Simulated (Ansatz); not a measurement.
Geometry optimisation, RKS PBE-D4/def2-SVP in Ansatz.

input.yaml

```yaml
crystal:
  periodic: [false, false, false]
  atoms:
    - { symbol: "N", position_ang: [0.5312, -2.0954, -0.8768] }
    - { symbol: Si, position_ang: [0.1506, -1.2025, 0.5668] }
    - { symbol: C, position_ang: [-0.2062, 0.7402, 0.1953] }
    - { symbol: O, position_ang: [-1.1657, 0.9911, -0.6961] }
    - { symbol: O, position_ang: [0.9281, 1.3954, -0.408] }
    - { symbol: O, position_ang: [-0.4858, 1.5324, 1.3456] }
    - { symbol: H, position_ang: [1.294, -1.591, -1.3451] }
    - { symbol: H, position_ang: [-0.2741, -1.9099, -1.5181] }
    - { symbol: H, position_ang: [0.8679, -2.86704, -0.26622] }
    - { symbol: H, position_ang: [-1.0451, -1.8275, 1.1913] }
    - { symbol: H, position_ang: [-0.7911, 1.4438, -1.3958] }
    - { symbol: H, position_ang: [1.1955, 2.0448, 0.3234] }
    - { symbol: H, position_ang: [-1.458, 1.7981, 1.152] }
basis:
  gaussian: { orbitals: def2-SVP }
hamiltonian:
  xc: pbe
  dispersion: d4
relax:
  f_tol: 0.02
  max_steps: 50
```

Launched with:

```bash
$ ansatz run input.yaml --threads 2 --pin off --max-ram 3072MiB --backend cpu --events-out ev --progress --plain --runs-dir out
```

Where does it end, and by what steps?

The forces met the threshold. After 17 steps the energy has fallen by 3.009 eV; H9 moved furthest, 0.95 Å.

```json
{"step": "0", "energy less start (eV)": "0.0000", "largest force component (eV/Å)": "6.339", "accepted": "yes"}
{"step": "1", "energy less start (eV)": "-1.6211", "largest force component (eV/Å)": "3.475", "accepted": "yes"}
{"step": "2", "energy less start (eV)": "-2.4068", "largest force component (eV/Å)": "1.048", "accepted": "yes"}
{"step": "3", "energy less start (eV)": "-2.6475", "largest force component (eV/Å)": "1.335", "accepted": "yes"}
{"step": "4", "energy less start (eV)": "-2.7492", "largest force component (eV/Å)": "1.283", "accepted": "yes"}
{"step": "5", "energy less start (eV)": "-2.8342", "largest force component (eV/Å)": "0.571", "accepted": "yes"}
{"step": "6", "energy less start (eV)": "-2.8633", "largest force component (eV/Å)": "0.321", "accepted": "yes"}
{"step": "7", "energy less start (eV)": "-2.8718", "largest force component (eV/Å)": "0.151", "accepted": "yes"}
{"step": "8", "energy less start (eV)": "-2.8826", "largest force component (eV/Å)": "0.284", "accepted": "yes"}
{"step": "9", "energy less start (eV)": "-2.9050", "largest force component (eV/Å)": "0.579", "accepted": "yes"}
{"step": "10", "energy less start (eV)": "-2.9140", "largest force component (eV/Å)": "1.021", "accepted": "yes"}
{"step": "11", "energy less start (eV)": "-2.9578", "largest force component (eV/Å)": "0.522", "accepted": "yes"}
{"step": "12", "energy less start (eV)": "-2.9951", "largest force component (eV/Å)": "0.278", "accepted": "yes"}
{"step": "13", "energy less start (eV)": "-3.0056", "largest force component (eV/Å)": "0.049", "accepted": "yes"}
{"step": "14", "energy less start (eV)": "-3.0069", "largest force component (eV/Å)": "0.161", "accepted": "yes"}
{"step": "15", "energy less start (eV)": "-3.0086", "largest force component (eV/Å)": "0.053", "accepted": "yes"}
{"step": "16", "energy less start (eV)": "-3.0083", "largest force component (eV/Å)": "0.118", "accepted": "no"}
{"step": "17", "energy less start (eV)": "-3.0093", "largest force component (eV/Å)": "0.016", "accepted": "yes"}
```

```xyz
13
Properties=species:S:1:pos:R:3
N 0.476 -1.828 -0.767
Si 0.531 -0.895 1.041
C -0.110 0.762 0.117
O -0.869 0.443 -1.044
O 0.937 1.576 -0.361
O -0.868 1.561 1.005
H 1.403 -1.899 -1.205
H -0.121 -1.174 -1.329
H 0.058 -2.767 -0.747
H -0.923 -1.383 1.291
H -0.925 1.273 -1.567
H 1.471 1.823 0.418
H -1.518 0.959 1.417
```

Whether the end is a true minimum wasn't checked by a vibrational analysis.

Run time: 54 s on 2 threads of Arm Neoverse V1 (shared host), peak memory 0.17 GiB.
